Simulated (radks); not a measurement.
Problem. All-electron atom: neutral indium in [Kr] 4d10 5s2 5p1 (the NIST ground configuration). Calculated with a radial shooting solver on a logarithmic mesh with Libxc functionals: scalar-relativistic Kohn-Sham, LDA (Slater exchange, Perdew-Wang correlation), spin-polarised, spherical densities, finite nucleus; open shells are filled with parallel spins first (spin-orbit coupling, left out, can overturn this in heavy ions); Fermi nuclear charge, rms radius 4.6156 fm. Some entries of the table are withheld. Estimate them.

orbital  occ.  eigenvalue (eV)  r(max) (bohr)  <r> (bohr)
1s up       1        -27719.47        0.01924     0.02974
1s down     1        -27719.46        0.01924     0.02974
2s up       1        -4151.330         0.1087      0.1286
2s down     1        -4151.327         0.1087      0.1286
2p up       3        -3728.545        0.08694      0.1122
2p down     3        -3728.538        0.08694      0.1122
3s up       1        -787.1786         0.3159      0.3492
3s down     1        -787.1693         0.3159      0.3492
3p up       3        -648.6914         0.3091      0.3476
3p down     3        -648.6812         0.3091      0.3476
3d up       5        -432.9628         0.2579      0.3246
3d down     5        -432.9541         0.2579      0.3246
4s up       1        -119.4212         0.7689      0.8476
4s down     1        -119.4036         0.7689      0.8476
4p up       3         -78.0159         0.8150      0.9217
4p down     3         -77.9937         0.8150      0.9215
4d up       5              (1)            (2)       1.187
4d down     5              (3)            (4)       1.183
5s up       1              (5)          2.151       2.600
5s down     1              (6)          2.136       2.586
5p up       1          -2.9005          2.837       3.643
5p down     0          -2.3908          2.824       3.719

Solution. 
(1) 4d up eigenvalue (eV): -18.7081
(2) 4d up r(max) (bohr): 0.9313
(3) 4d down eigenvalue (eV): -18.6329
(4) 4d down r(max) (bohr): 0.9309
(5) 5s up eigenvalue (eV): -8.6657
(6) 5s down eigenvalue (eV): -8.1951
